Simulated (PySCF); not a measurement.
**Partial charges of `C=C(C)CCC(N)=O`**

Compound: C6H11NO.
Z-matrix (Å and degrees, GFN2-xTB geometry), rows numbered from 1:
```
C 
C   1  1.3233
C   2  1.4987  1  122.31
C   2  1.5037  1  121.75  3   179.44
C   4  1.5316  2  111.70  1  -101.71
C   5  1.5200  4  111.32  2   177.34
N   6  1.3571  5  113.50  4  -172.00
O   6  1.2080  5  124.49  4     8.44
H   1  1.0771  2  121.82  3   179.61
H   1  1.0773  2  122.10  3    -0.04
H   3  1.0894  2  110.64  1   119.47
H   3  1.0894  2  110.17  1  -121.62
H   3  1.0867  2  111.00  1    -1.06
H   4  1.0914  2  110.28  1   137.52
H   4  1.0908  2  110.13  1    18.72
H   5  1.0928  4  110.44  2   -62.82
H   5  1.0925  4  109.98  2    56.31
H   7  1.0035  6  122.47  5     0.95
H   7  1.0063  6  118.89  5  -179.78
```

Density: PBE0/pcSseg-1 (PySCF); schemes: Mulliken, IAO, Hirshfeld and ESP-fitted. Geometry: GFN2-xTB, one conformer, isolated molecule.

Q: Do the Mulliken, IAO, Hirshfeld and ESP-fitted schemes agree on where the charge is lowest?

A: The schemes don't all agree: Mulliken C2 (-0.455); IAO N7 (-0.517); Hirshfeld O8 (-0.288); ESP-fitted N7 (-1.021).

Q: For which atoms does the sign change between the 4 schemes (beyond +0.03 e in one, beyond −0.03 e in another)?

A: C2. Atomic charges aren't observables, and each scheme defines them in its own way.

Q: Tabulate the Mulliken, IAO, Hirshfeld and ESP-fitted charges.

A: In e:

| atom | environment | Mulliken | IAO | Hirshfeld | ESP-fitted |
| --- | --- | --- | --- | --- | --- |
| C1 | terminal =CH2 carbon | -0.060 | -0.348 | -0.123 | -0.676 |
| C2 | fully substituted alkene carbon | -0.455 | +0.035 | +0.018 | +0.366 |
| C3 | allylic carbon | -0.148 | -0.424 | -0.117 | -0.566 |
| C4 | allylic carbon | -0.108 | -0.255 | -0.070 | -0.307 |
| C5 | sp3 carbon next to a carbonyl | -0.301 | -0.312 | -0.076 | -0.052 |
| C6 | amide carbonyl carbon | +0.414 | +0.447 | +0.179 | +0.790 |
| N7 | amide nitrogen | -0.408 | -0.517 | -0.179 | -1.021 |
| O8 | amide oxygen | -0.423 | -0.497 | -0.288 | -0.586 |
| H9 | vinylic hydrogen | +0.097 | +0.142 | +0.040 | +0.221 |
| H10 | vinylic hydrogen | +0.096 | +0.141 | +0.039 | +0.223 |
| H11 | methyl hydrogen | +0.118 | +0.141 | +0.042 | +0.154 |
| H12 | methyl hydrogen | +0.127 | +0.149 | +0.046 | +0.162 |
| H13 | methyl hydrogen | +0.112 | +0.146 | +0.045 | +0.159 |
| H14 | methylene hydrogen | +0.132 | +0.149 | +0.041 | +0.109 |
| H15 | methylene hydrogen | +0.130 | +0.149 | +0.042 | +0.102 |
| H16 | methylene hydrogen | +0.150 | +0.147 | +0.044 | +0.041 |
| H17 | methylene hydrogen | +0.142 | +0.148 | +0.041 | +0.045 |
| H18 | amide N–H hydrogen | +0.192 | +0.275 | +0.138 | +0.399 |
| H19 | amide N–H hydrogen | +0.194 | +0.284 | +0.138 | +0.437 |

Mean size of the charges over all atoms: ESP-fitted 0.338 e, IAO 0.248 e, Mulliken 0.200 e, Hirshfeld 0.090 e. Each set sums to the total charge, 0, to within 0.001 e. The ESP scheme is a least-squares fit of atom-centred charges to the potential on four shells outside the van der Waals surface, with the total charge fixed.

Q: How many electrons does the Hirshfeld scheme count on C6?

A: Z − q = 6 − (+0.179) = 5.821.

Q: How closely do the schemes follow one another over all atoms?

A: Correlation coefficient and root-mean-square difference: IAO with Hirshfeld 0.96, 0.178 e; IAO with ESP-fitted 0.93, 0.201 e; Hirshfeld with ESP-fitted 0.91, 0.335 e; Mulliken with IAO 0.84, 0.156 e; Mulliken with Hirshfeld 0.82, 0.158 e; Mulliken with ESP-fitted 0.67, 0.327 e.

The run behind these numbers computed NMR shieldings as well. Time: 25 s wall. Hardware: one thread, Arm Neoverse V2, shared host.
